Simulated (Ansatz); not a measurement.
Geometry optimisation, Ansatz, RKS LDA/STO-3G.

The input (input.yaml):

```yaml
crystal:
  periodic: [false, false, false]
  atoms:
    - { symbol: Si, position_ang: [0.0, 0.0, 0.0] }
    - { symbol: O, position_ang: [0.0, 0.0, 1.68] }
    - { symbol: H, position_ang: [-0.9095, -0.2814, 2.0171] }
    - { symbol: O, position_ang: [1.5842, 0.0, -0.5594] }
    - { symbol: C, position_ang: [2.3503, -1.1632, -0.836] }
    - { symbol: H, position_ang: [1.7187, -1.9052, -1.3675] }
    - { symbol: H, position_ang: [3.2179, -0.8926, -1.4733] }
    - { symbol: H, position_ang: [2.7141, -1.6023, 0.1163] }
    - { symbol: O, position_ang: [-0.7913, 1.3709, -0.5594] }
    - { symbol: C, position_ang: [-2.1512, 1.4177, -0.9653] }
    - { symbol: H, position_ang: [-2.7687, 0.8215, -0.2614] }
    - { symbol: H, position_ang: [-2.5023, 2.4707, -0.9639] }
    - { symbol: H, position_ang: [-2.2473, 0.9975, -1.9882] }
    - { symbol: Cl, position_ang: [-1.0032, -1.7381, -0.7093] }
basis:
  gaussian: { orbitals: STO-3G }
hamiltonian:
  xc: lda
relax:
  f_tol: 0.02
  max_steps: 40
output:
  orbitals: {}
```

Launched with:

```bash
$ ansatz run input.yaml --threads 1 --pin off --max-ram 2048MiB --backend cpu --events-out ev --progress --plain --runs-dir out
```

**Question.** Where does it end, and by what steps?

**Answer.** The run converged. Limits of this set-up: minimal basis. After 22 steps the energy has fallen by 0.521 eV; H11 moved furthest, 1.14 Å.

```tsv
step	energy less start (eV)	largest force component (eV/Å)	accepted
0	0.0000	2.304	yes
1	-0.3134	0.753	yes
2	-0.3757	0.323	yes
3	-0.4094	0.321	yes
4	-0.4357	0.197	yes
5	-0.4467	0.104	yes
6	-0.4478	0.431	yes
7	-0.4655	0.117	yes
8	-0.4799	0.165	yes
9	-0.4812	0.516	yes
10	-0.4954	0.135	yes
11	-0.5005	0.064	yes
12	-0.4851	0.534	no
13	-0.5050	0.113	yes
14	-0.5069	0.450	yes
15	-0.5146	0.095	yes
16	-0.5171	0.083	yes
17	-0.5178	0.031	yes
18	-0.4927	1.096	no
19	-0.5183	0.115	yes
20	-0.5195	0.084	yes
21	-0.5208	0.061	yes
22	-0.5212	0.017	yes
```

```xyz
14
Properties=species:S:1:pos:R:3
Si -0.056 -0.058 -0.490
O -0.005 -0.253 1.189
H -0.688 -0.995 1.377
O 1.505 0.030 -1.120
C 2.329 -1.049 -0.585
H 2.076 -2.037 -1.035
H 3.382 -0.816 -0.843
H 2.251 -1.144 0.523
O -0.709 1.389 -1.065
C -2.120 1.498 -0.722
H -2.292 1.637 0.371
H -2.516 2.394 -1.242
H -2.712 0.613 -1.054
Cl -1.234 -1.713 -1.175
```

Whether the end is a true minimum wasn't checked by a vibrational analysis.

Run time: 66 s on 1 thread of Arm Neoverse V2, on a shared host, peak memory 0.15 GiB.
